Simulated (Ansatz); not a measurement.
Gas-phase electronic energies from Ansatz, PBE0-D4/def2-TZVP geometries. CBS: MP2 limit from def2 TZ/QZ plus the TZ coupled-cluster correction, frozen cores. This one scheme is used for every species. Each species was taken in one conformer, which may not be the lowest.

`FC[SiH](F)S` + H₂O → `O[SiH](F)S` + `CF`  (formal hydrolysis of the Si–C bond)

```json
{"species": "`FC[SiH](F)S`", "SCS-MP2/def2-QZVPP energy (Eh)": "-926.83768"}
{"species": "H₂O", "SCS-MP2/def2-QZVPP energy (Eh)": "-76.34808"}
{"species": "`O[SiH](F)S`", "SCS-MP2/def2-QZVPP energy (Eh)": "-863.65849"}
{"species": "`CF`", "SCS-MP2/def2-QZVPP energy (Eh)": "-139.57852"}
```

(1) Work out ΔE.

Largest T1 diagnostic among the species: 0.012.

## Answers

(1) ΔE = (-863.65849) + (-139.57852) − (-926.83768) − (-76.34808) = -0.05125 Eh = -134.6 kJ/mol. CCSD(T)/CBS gives -127.5 kJ/mol.

From PBE to PBE0 (25 % exact exchange), in def2-TZVPP and without D4, ΔE moves by −5.7 kJ/mol. In def2-TZVPP, CCSD(T) changes the Hartree–Fock value by +21.1 kJ/mol (the triples alone add +2.7 kJ/mol) and MP2 by +18.3 kJ/mol. Leaving LDA and LC-ωPBE aside and taking each functional with its dispersion term where it has one, the values, not all of them listed here, spread over 22.1 kJ/mol, from BHLYP-D4 to revPBE-D4.
